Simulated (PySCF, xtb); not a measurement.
CH5B, SMILES BC.

GFN2-xTB (xtb) at its own geometry gives an orbital gap of 4.57 eV and a dipole moment of 0.73 D.

Coordinates come from a B3LYP-D3(BJ)/def2-TZVP optimisation.

Q: What does M06-2X/def2-TZVPD in PySCF give? (An estimate is asked for; the answer gives what the named calculation found.)

A: gap 10.01 eV (levels -10.34 and -0.33 eV), dipole 0.60 D.
